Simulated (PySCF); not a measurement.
A structure optimised at PBE-D3(BJ)/def2-SVP, used in a PySCF frequency run:

```xyz
9

C      0.8736     2.3250     0.0000
C      0.1945     1.3006     0.0000
B     -0.6059     0.0000     0.0000
F     -1.9474     0.0463     0.0000
C      0.0562    -1.4349     0.0000
F      1.4412    -1.4198     0.0000
H      1.4691     3.2292     0.0000
H     -0.3146    -2.0059     0.8878
H     -0.3146    -2.0059    -0.8878
```

Q: Write its SMILES, formula and point group.

A: C#CB(F)CF, C₃H₃BF₂, Cs

Q: What are its rotational constants (standard atomic weights)?

A: 3.9645, 2.9710, 1.7166 GHz
